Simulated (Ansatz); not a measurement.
System: difluoro(dihydroxy)silane, sum formula H2SiO2F2 (charge 0, singlet). 
Coordinates optimised at B3LYP-D3(BJ)/def2-TZVP (Ansatz, an electronic-structure program):
SMILES: O[Si](O)(F)F
```xyz
7

O      1.5592    -0.4111    -0.1868
Si     0.0097     0.0006    -0.0100
O     -0.8955    -1.3260     0.2073
F     -0.2108     0.9984     1.2056
F     -0.4072     0.8080    -1.3029
H      1.9201    -1.1263     0.3420
H     -1.8031    -1.2425     0.5098
```

Property: vertical ionisation energy (to the doublet state of charge +1; each state is the SCF solution reached for its spin), in eV. Correlated levels leave the core frozen unless marked. Open shells are spin-unrestricted. No spin-orbit coupling. No relativistic terms. 

| level | program | vertical ionisation energy (eV) |
|---|---|---|
| HF/aug-cc-pV(T+d)Z | Ansatz | 12.00 |
| RI-HF/aug-cc-pV(Q+d)Z | Ansatz | 11.92 |
| PBE/def2-TZVPD | Ansatz | 12.04 |
| r2SCAN/def2-TZVPD | Ansatz | 12.30 |
| B3LYP/def2-TZVPD | Ansatz | 12.66 |
| PBE0/def2-TZVPD | Ansatz | 12.70 |
| BHLYP/def2-TZVPD | Ansatz | 13.13 |
| CAM-B3LYP/def2-TZVPD | Ansatz | 13.04 |
| wB97M-V/def2-TZVPD | Ansatz | 13.05 |
| wB97X-V/def2-TZVPD | Ansatz | 13.08 |
| B2PLYP/def2-TZVPD | Ansatz | 13.27 |
| MP2/aug-cc-pV(T+d)Z | Ansatz | 13.70 |
| RI-MP2/aug-cc-pV(T+d)Z | Ansatz | 13.69 |
| RI-MP2/aug-cc-pV(Q+d)Z | Ansatz | 13.77 |
| SCS-MP2/aug-cc-pV(D+d)Z | Ansatz | 13.45 |
| SCS-MP2/aug-cc-pV(T+d)Z | Ansatz | 13.59 |
| CCSD/aug-cc-pV(D+d)Z | Ansatz | 13.25 |
| CCSD/aug-cc-pV(T+d)Z | Ansatz | 13.35 |
| CCSD(T)/aug-cc-pV(D+d)Z | Ansatz | 13.25 |
| CCSD(T)/aug-cc-pV(T+d)Z | Ansatz | 13.38 |
